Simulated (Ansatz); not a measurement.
Geometry optimisation, RKS B3LYP/STO-3G (Ansatz).

The input (input.yaml):

```yaml
crystal:
  periodic: [false, false, false]
  atoms:
    - { symbol: O, position_ang: [-0.8211, -0.088, 1.2055] }
    - { symbol: C, position_ang: [0.1005, -0.3249, 0.5068] }
    - { symbol: Si, position_ang: [1.3646, -1.4797, 1.2235] }
    - { symbol: S, position_ang: [0.4498, 0.2973, -1.1145] }
    - { symbol: Si, position_ang: [-1.3267, 1.517, -1.486] }
    - { symbol: H, position_ang: [2.7377, -0.8164, 1.3145] }
    - { symbol: H, position_ang: [1.5894, -2.7101, 0.4157] }
    - { symbol: H, position_ang: [1.0983, -1.9166, 2.6105] }
    - { symbol: H, position_ang: [-2.5627, 0.7238, -1.3781] }
    - { symbol: H, position_ang: [-1.1965, 2.0998, -2.8081] }
    - { symbol: H, position_ang: [-1.3679, 2.6406, -0.4693] }
basis:
  gaussian: { orbitals: STO-3G }
hamiltonian:
  xc: b3lyp
relax:
  f_tol: 0.02
  max_steps: 40
scf:
  lower_state_search: "off"
output:
  orbitals: {}
```

Command:

```bash
$ ansatz run input.yaml --threads 1 --pin off --max-ram 2048MiB --backend cpu --events-out ev --progress --plain --runs-dir out
```

Problem. Where does it end, and by what steps?

Solution. The run converged. Limits of this set-up: minimal basis. After 6 steps the energy has fallen by 0.779 eV; O1 moved furthest, 0.21 Å.

| step | energy less start (eV) | largest force component (eV/Å) | accepted |
| --- | --- | --- | --- |
| 0 | 0.0000 | 7.254 | yes |
| 1 | -0.7134 | 0.622 | yes |
| 2 | -0.6834 | 1.382 | no |
| 3 | -0.7675 | 0.277 | yes |
| 4 | -0.7783 | 0.124 | yes |
| 5 | -0.7792 | 0.045 | yes |
| 6 | -0.7794 | 0.016 | yes |

```xyz
11
Properties=species:S:1:pos:R:3
O -0.947 0.045 1.112
C 0.102 -0.312 0.519
Si 1.436 -1.492 1.239
S 0.477 0.283 -1.160
Si -1.286 1.484 -1.415
H 2.709 -0.811 1.277
H 1.551 -2.657 0.391
H 1.060 -1.897 2.573
H -2.491 0.688 -1.336
H -1.194 2.061 -2.736
H -1.351 2.552 -0.443
```

Time of the run: 9.4 s on 1 thread of Intel(R) Xeon(R) 6975P-C (Granite Rapids) (shared host), peak memory 0.16 GiB.
